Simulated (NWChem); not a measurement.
Program: NWChem. System: BF (+1), charge 1, spin multiplicity 2, at a geometry optimised with UPBE0/def2-SVP. The structure started from a generated list of species. Its SCF solution wasn't tested for a lower state. Level: UHF/cc-pVQZ.

Output (cleaned and shortened):

```
             Northwest Computational Chemistry Package (NWChem) 7.3.0
             --------------------------------------------------------

                                NWChem Input Module
                                -------------------

 Scaling coordinates for geometry "geometry" by  1.889725989
 (inverse scale =  0.529177249)

 Turning off AUTOSYM since
 SYMMETRY directive was detected!

                             Geometry "geometry" -> ""
                             -------------------------

 Output coordinates in angstroms (scale by  1.889725989 to convert to a.u.)

  No.       Tag          Charge          X              Y              Z
 ---- ---------------- ---------- -------------- -------------- --------------
    1 B                    5.0000     0.00000000     0.00000000     0.78089700
    2 F                    9.0000     0.00000000     0.00000000    -0.43383100

 Effective nuclear repulsion energy (a.u.)      19.6035459831

            Nuclear Dipole moment (a.u.)
            ----------------------------
        X                 Y               Z
 ---------------- ---------------- ----------------
     0.0000000000     0.0000000000     0.0000113384

      Symmetry information
      --------------------

 Group name             C2v
 Group number             16
 Group order               4
 No. of unique centers     2

      Symmetry unique atoms

     1    2


 Summary of "ao basis" -> "" (spherical)
 ------------------------------------------------------------------------------
       Tag                 Description            Shells   Functions and Types
 ---------------- ------------------------------  ------  ---------------------
 *                          cc-pvqz                   on all atoms

 Summary of "ao basis" -> "ao basis" (spherical)
 ------------------------------------------------------------------------------
       Tag                 Description            Shells   Functions and Types
 ---------------- ------------------------------  ------  ---------------------
 B                          cc-pvqz                 15       55   5s4p3d2f1g
 F                          cc-pvqz                 15       55   5s4p3d2f1g

                                 NWChem SCF Module
                                 -----------------

  ao basis        = "ao basis"
  functions       =   110
  atoms           =     2
  alpha electrons =     7
  beta  electrons =     6
  charge          =   1.00
[...]
    68      0.420808  2 F  py                65      0.336427  2 F  py
    62      0.189186  2 F  py                71      0.181684  2 F  py

 Vector    7  Occ=0.000000D+00  E=-3.288018D-01  Symmetry=a1
              MO Center=  4.2D-15,  4.8D-15,  1.2D+00, r^2= 1.6D+00
   Bfn.  Coefficient  Atom+Function         Bfn.  Coefficient  Atom+Function
  ----- ------------  ---------------      ----- ------------  ---------------
     5      0.525636  1 B  s                  4      0.388748  1 B  s
     2      0.228394  1 B  s                 14      0.168726  1 B  pz
     3      0.154339  1 B  s

 Vector    8  Occ=0.000000D+00  E=-1.692472D-01  Symmetry=b2
              MO Center=  1.9D-16, -4.7D-15,  8.7D-01, r^2= 2.7D+00
   Bfn.  Coefficient  Atom+Function         Bfn.  Coefficient  Atom+Function
  ----- ------------  ---------------      ----- ------------  ---------------
    16      0.527924  1 B  py                13      0.411327  1 B  py
    10      0.254403  1 B  py                71     -0.213991  2 F  py

 Vector    9  Occ=0.000000D+00  E=-1.692472D-01  Symmetry=b1
              MO Center= -1.1D-14, -2.2D-16,  8.7D-01, r^2= 2.7D+00
   Bfn.  Coefficient  Atom+Function         Bfn.  Coefficient  Atom+Function
  ----- ------------  ---------------      ----- ------------  ---------------
    15      0.527924  1 B  px                12      0.411327  1 B  px
     9      0.254403  1 B  px                70     -0.213991  2 F  px

 center of mass
 --------------
 x =   0.00000000 y =   0.00000000 z =   0.02235867

 moments of inertia (a.u.)
 ------------------
          36.728232590249           0.000000000000           0.000000000000
           0.000000000000          36.728232590249           0.000000000000
           0.000000000000           0.000000000000           0.000000000000

  Mulliken analysis of the total density
  --------------------------------------

    Atom       Charge   Shell Charges
 -----------   ------   -------------------------------------------------------
    1 B    5     3.96   1.99 -0.02  0.34  0.55  0.07  0.13  0.49  0.25  0.00  0.02  0.09  0.02  0.01  0.02  0.01
    2 F    9     9.04   1.98 -0.02  0.44  1.07  0.43  0.59  1.64  2.22  0.67  0.00  0.01  0.02  0.00  0.00  0.00

  Mulliken analysis of the alpha density
  --------------------------------------

    Atom       Charge   Shell Charges
 -----------   ------   -------------------------------------------------------
    1 B    5     2.50   1.00 -0.02  0.26  0.50  0.07  0.09  0.33  0.19  0.00  0.01  0.04  0.01  0.01  0.01  0.00
    2 F    9     4.50   0.99 -0.01  0.22  0.53  0.21  0.29  0.82  1.10  0.33  0.00  0.00  0.01  0.00  0.00  0.00

   Mulliken analysis of the beta density
   -------------------------------------

    Atom       Charge   Shell Charges
 -----------   ------   -------------------------------------------------------
    1 B    5     1.46   0.99 -0.00  0.09  0.05 -0.00  0.04  0.15  0.06  0.00  0.01  0.04  0.01  0.01  0.01  0.00
    2 F    9     4.54   0.99 -0.01  0.22  0.54  0.21  0.30  0.83  1.11  0.34  0.00  0.00  0.01  0.00  0.00  0.00

   Mulliken analysis of the spin density
   -------------------------------------

    Atom       Charge   Shell Charges
 -----------   ------   -------------------------------------------------------
    1 B    5     1.03   0.01 -0.02  0.17  0.45  0.07  0.05  0.18  0.13  0.00 -0.00 -0.00 -0.00  0.00 -0.00  0.00
    2 F    9    -0.03   0.00 -0.00  0.00 -0.00  0.00 -0.00 -0.01 -0.01 -0.01  0.00  0.00  0.00  0.00  0.00  0.00

       Multipole analysis of the density wrt the origin
       ------------------------------------------------

     L   x y z        total         alpha         beta         nuclear
     -   - - -        -----         -----         ----         -------
     0   0 0 0      1.000000     -7.000000     -6.000000     14.000000

     1   1 0 0      0.000000      0.000000      0.000000      0.000000
     1   0 1 0      0.000000      0.000000     -0.000000      0.000000
     1   0 0 1      1.518579     -0.456473      1.975041      0.000011

     2   2 0 0     -5.340246     -3.238684     -2.101562      0.000000
     2   1 1 0     -0.000000     -0.000000      0.000000      0.000000
     2   1 0 1      0.000000      0.000000     -0.000000      0.000000
     2   0 2 0     -5.340246     -3.238684     -2.101562      0.000000
     2   0 1 1      0.000000      0.000000     -0.000000      0.000000
     2   0 0 2     -3.824716    -13.585792     -7.176070     16.937146

 Task  times  cpu:        2.6s     wall:        2.6s

 Total times  cpu:        2.7s     wall:        2.7s
```

Write an NWChem input that would produce this output.

One answer among several that fit: 
```
start mol
memory heap 200 mb stack 900 mb global 1100 mb
charge 1
geometry units angstroms nocenter noautoz
  B      0.000000     0.000000     0.780897
  F      0.000000     0.000000    -0.433831
  symmetry group C2v
end
basis spherical
  * library cc-pvqz
end
scf
  uhf
  nopen 1
  maxiter 100
  thresh 1e-7
  semidirect memsize 60000000 filesize 0
  # guess.movecs holds the orbitals of an unrestricted PBE0 run
  vectors input guess.movecs output mol.movecs
end
task scf energy
```
